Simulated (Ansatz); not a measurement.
Molecular dynamics of LiH21O11

Input:

```yaml
crystal:
  lattice:
    - [7.006796, 0.0, 0.0]
    - [0.0, 7.006796, 0.0]
    - [0.0, 0.0, 7.006796]
  atoms:
    - { symbol: O, position: [0.07508791, 0.44572732, 0.42462817] }
    - { symbol: H, position: [0.09599139, 0.54703233, 0.32904359] }
    - { symbol: H, position: [-0.05974397, 0.40795089, 0.39976203] }
    - { symbol: O, position: [0.55921285, 0.73665712, 0.24725292] }
    - { symbol: H, position: [0.48650162, 0.71780051, 0.37705029] }
    - { symbol: H, position: [0.63891919, 0.84810012, 0.27469917] }
    - { symbol: O, position: [0.71226468, 0.37015938, 0.29821741] }
    - { symbol: H, position: [0.66801568, 0.50464871, 0.28118684] }
    - { symbol: H, position: [0.71047046, 0.32441827, 0.16460764] }
    - { symbol: O, position: [0.18572071, 0.67393957, 0.10501255] }
    - { symbol: H, position: [0.13640162, 0.77586609, 0.02033089] }
    - { symbol: H, position: [0.31191682, 0.72325378, 0.14356432] }
    - { symbol: O, position: [0.64162568, 0.66454951, 0.81374665] }
    - { symbol: H, position: [0.52669458, 0.67995456, 0.72157906] }
    - { symbol: H, position: [0.59950977, 0.70079056, 0.9417049] }
    - { symbol: O, position: [0.20686896, 1.00944941, 0.49726392] }
    - { symbol: H, position: [0.07071658, 0.97764996, 0.49844472] }
    - { symbol: H, position: [0.27944751, 0.87433453, 0.52306371] }
    - { symbol: O, position: [0.79016358, -0.00304904, 0.66337939] }
    - { symbol: H, position: [0.71006583, 0.09798888, 0.72129127] }
    - { symbol: H, position: [0.7385627, -0.12532801, 0.71516008] }
    - { symbol: O, position: [0.26909065, 0.2855632, 0.08462737] }
    - { symbol: H, position: [0.2238226, 0.41731033, 0.05987136] }
    - { symbol: H, position: [0.18869795, 0.19586764, 0.00560142] }
    - { symbol: O, position: [0.62687453, 0.27718988, 0.90130463] }
    - { symbol: H, position: [0.49355987, 0.27629732, 0.95148051] }
    - { symbol: H, position: [0.64043829, 0.41134323, 0.85305146] }
    - { symbol: O, position: [0.10432007, 0.01309147, 0.88386502] }
    - { symbol: H, position: [-0.02534595, 0.01785692, 0.82284815] }
    - { symbol: H, position: [0.18312939, 0.01419655, 0.76622087] }
    - { symbol: Li, position: [0.24785618, 0.23697644, 0.35903283] }
    - { symbol: O, position: [0.38025908, 0.70661726, 0.56000144] }
    - { symbol: H, position: [0.28871241, 0.60246022, 0.56909193] }
basis:
  ecutwfc: 420.0
kpoints:
  mp_grid: { grid: [1, 1, 1] }
hamiltonian:
  xc: pbe
scf:
  occupations: { method: fermi_dirac, width: 0.05 }
  lower_state_search: "off"
md:
  timestep: 0.75
  n_steps: 280
  ensemble: nvt_langevin
  temperature: 700.0
  initial_velocities: maxwell_boltzmann
  seed: 571780
  friction: 0.02
```

Launched with:

```bash
$ ansatz run input.yaml --threads 1 --pin off --max-ram 3072MiB --backend cpu --events-out ev --progress --plain --runs-dir out
```

It starts from a partly relaxed structure (largest force component 0.43 eV/Å).

Output, in part (step lines):

```
md step     0: t =     0.00 fs  T =   678.8 K  F+E_penalty+E_count = -6786.78937657 eV  E_kin = 2.895424 eV  (8 SCF iters)
md step     1: t =     0.75 fs  T =   601.7 K  F+E_penalty+E_count = -6786.49585755 eV  E_kin = 2.566727 eV  (9 SCF iters)
md step     2: t =     1.50 fs  T =   466.1 K  F+E_penalty+E_count = -6785.84846494 eV  E_kin = 1.988286 eV  (8 SCF iters)
md step     3: t =     2.25 fs  T =   408.4 K  F+E_penalty+E_count = -6785.48280236 eV  E_kin = 1.742243 eV  (8 SCF iters)
md step     4: t =     3.00 fs  T =   456.8 K  F+E_penalty+E_count = -6785.69079403 eV  E_kin = 1.948478 eV  (8 SCF iters)
md step     5: t =     3.75 fs  T =   540.7 K  F+E_penalty+E_count = -6786.01618517 eV  E_kin = 2.306583 eV  (9 SCF iters)
md step     6: t =     4.50 fs  T =   608.0 K  F+E_penalty+E_count = -6786.04576490 eV  E_kin = 2.593345 eV  (7 SCF iters)
md step     7: t =     5.25 fs  T =   599.6 K  F+E_penalty+E_count = -6785.75400925 eV  E_kin = 2.557558 eV  (7 SCF iters)
[... lines left out ...]
md step   280: t =   210.00 fs  T =   742.6 K  F+E_penalty+E_count = -6783.89397623 eV  E_kin = 3.167579 eV  (8 SCF iters)
```

The steps, from the saved trajectory:

```csv
time (fs),T (K),potential energy less start (eV)
0.0,679,0.000
6.8,466,1.775
13.5,562,1.379
20.2,470,1.566
27.0,456,2.229
33.8,622,1.685
40.5,588,2.035
47.2,436,2.417
54.0,570,2.227
60.8,440,2.606
67.5,715,1.680
74.2,472,2.517
81.0,488,2.404
87.8,654,2.139
94.5,618,2.311
101.2,522,2.652
108.0,583,2.260
114.8,538,2.603
121.5,663,2.232
128.2,635,2.391
135.0,606,2.523
141.8,609,2.245
148.5,650,2.297
155.2,673,2.859
162.0,813,2.577
168.8,677,3.116
175.5,629,3.037
182.2,626,2.449
189.0,678,2.543
195.8,591,3.202
202.5,801,2.779
209.2,768,2.902
```

The run went to its last step. A run of 0.21 ps of so small a system gives no equilibrium averages. Limits of this set-up: coarse k mesh.

Mean squared displacements from the first frame to the last, about the centre of mass: O 0.54 Å², H 0.86 Å², Li 0.24 Å².

Last frame:

```xyz
33
Lattice="7.0068 0.0000 0.0000 0.0000 7.0068 0.0000 0.0000 0.0000 7.0068" Properties=species:S:1:pos:R:3
O 0.403 3.561 2.955
H 0.143 4.272 2.273
H -0.591 3.260 2.963
O 3.404 5.164 2.330
H 2.932 4.644 3.477
H 4.090 5.675 2.796
O 4.941 2.565 2.331
H 4.128 3.006 2.557
H 4.952 2.657 1.374
O 0.975 5.184 0.585
H 0.553 5.535 -0.186
H 1.664 5.838 0.665
O 4.700 4.602 6.179
H 3.938 4.480 5.566
H 4.320 4.691 7.053
O 1.498 7.207 3.074
H 0.756 6.556 3.176
H 2.019 6.627 2.486
O 5.947 -0.608 4.315
H 5.304 0.172 4.125
H 5.480 -0.826 5.169
O 2.281 2.728 0.719
H 2.111 3.675 0.641
H 1.759 2.350 0.005
O 5.367 2.189 6.255
H 4.783 1.443 6.356
H 4.958 3.123 6.179
O 0.714 1.194 6.321
H -0.092 1.846 6.515
H 0.399 0.806 5.590
Li 1.441 2.057 2.419
O 2.816 4.040 4.398
H 1.846 3.969 4.547
```

The run took 9.2 min on 1 thread of Arm Neoverse V1, on a shared host, peak memory 0.38 GiB.
